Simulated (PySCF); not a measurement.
## How methods differ on the excitation energy of Nb⁺

Nb⁺ [Kr] 4d4 (5D) → Nb⁺ [Kr] 4d3 5p1 (high-spin determinant), as a difference of total energies. All numbers are calculated (PySCF 2.14, scalar relativity by spin-free X2C-1e, in aug-cc-pVTZ-DK (9s8p6d3f2g, 102 functions)). Correlated levels: valence: [Kr] frozen. The calculations carry no spin-orbit coupling.

```csv
method,excitation energy (eV)
UHF,3.917
LDA,4.562
PBE0,4.412
CAM-B3LYP,4.406
MN15,4.514
revPBE,4.366
MP2 (valence),4.198
SCS-MP2 (valence),4.011
```

Q: How much does correlation contribute at MP2 (valence)?

A: 4.198 − (3.917) = 0.281 eV, measured against UHF.

A first-order spin-orbit estimate (lowest level to lowest level, LS coupling) adds -0.097 eV.

The determinant of the upper state mixes LS terms, which raises its energy above the lowest term, most at the Hartree-Fock and MP2 levels.
